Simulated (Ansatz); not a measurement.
Basis sets compared for the cluster Ge₆Bi⁺. Charge 1, multiplicity 1. Geometry PBE-D4/def2-SVP. Ansatz on 4 threads of Arm Neoverse V1 on a shared host; times are rough, and most runs start from earlier orbitals.

```xyz
7

Bi   -0.1644    1.5598    0.8140
Ge    1.0118    1.2335   -2.2518
Ge   -1.0584    0.0740   -1.5424
Ge    1.7132   -0.8950    1.9696
Ge   -0.6031   -1.3075    1.1964
Ge   -2.7134   -0.4505    0.2238
Ge    1.8142   -0.2143   -0.4096
```

In the def2 sets Bi takes a core potential; there is no spin–orbit coupling. Another isomer (singlet) lies 0.61 eV lower at PBE0-D4/def2-TZVP; other spin states weren't run for this one.

```json
{"level": "PBE-D4/def2-SVP", "functions": "218", "energy (Eh)": "-12673.2399", "HOMO (eV)": "-9.47", "LUMO (eV)": "-7.08", "wall time": "6 s"}
{"level": "PBE0-D4/def2-SVP", "functions": "218", "energy (Eh)": "-12673.4926", "HOMO (eV)": "-10.15", "LUMO (eV)": "-6.47", "wall time": "15 s"}
```

**Question.** Estimate the rows for PBE-D4/def2-TZVP (with forces), PBE0-D4/def2-TZVP.

**Answer.** 
```tsv
level	functions	energy (Eh)	HOMO (eV)	LUMO (eV)	wall time
PBE-D4/def2-TZVP (with forces)	338	-12674.8198	-9.40	-7.02	12 s
PBE0-D4/def2-TZVP	338	-12675.0705	-10.07	-6.40	46 s
```
